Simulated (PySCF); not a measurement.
B(Br)2(NH2) (BBr2H2N), SMILES NB(Br)Br.

Geometry optimised at PBE-D3(BJ)/def2-SVP. The values are those of a single conformer.

All values below come from PBE-D3(BJ)/def2-SVP (PySCF).

Frequencies are harmonic and unscaled.

| mode | ν (cm⁻¹) | IR (km/mol) | moving atoms (share of kinetic energy) |
|---|---|---|---|
| 1 | 162 | 0.2 | Br 85 % |
| 2 | 271 | 0.4 | N 51 %, H 27 %, Br 21 % |
| 3 | 416 | 21.9 | B 74 %, H 23 % |
| 4 | 424 | 9.9 | N 42 %, Br 29 %, B 23 % |
| 5 | 510 | 140.2 | H 60 %, N 25 %, B 14 % |
| 6 | 552 | 0.0 | H 100 % |
| 7 | 684 | 85.1 | B 49 %, H 37 % |
| 8 | 998 | 244.4 | B 44 %, H 41 %, N 14 % |
| 9 | 1320 | 83.8 | B 55 %, H 30 %, N 14 % |
| 10 | 1527 | 192.6 | H 65 %, N 24 %, B 10 % |
| 11 | 3510 | 61.5 | H 96 % |
| 12 | 3621 | 41.3 | H 91 %, N 9 % |
